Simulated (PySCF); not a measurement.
Computed IR spectrum (relative IR intensity) of a molecule C₂H₆N, multiplicity 2. The structure is a stationary point at PBE-D3(BJ)/def2-TZVP. The values are those of a single conformer. Level of theory: PySCF with PBE-D3(BJ)/def2-TZVP. No scaling factor is applied to the harmonic values.

```csv
ν (cm⁻¹),relative intensity
204,30
313,100
410,28
694,11
972,2.7
997,54
1057,7.1
1204,48
1332,22
1357,21
1379,16
1436,17
1447,13
2839,64
2848,52
2978,40
3051,44
3054,45
3286,27
```

Task: Which structure fits?
A) CC[NH]
B) [CH2]NC
C) C[N]C
D) C[CH]N

Result: A, CC[NH]
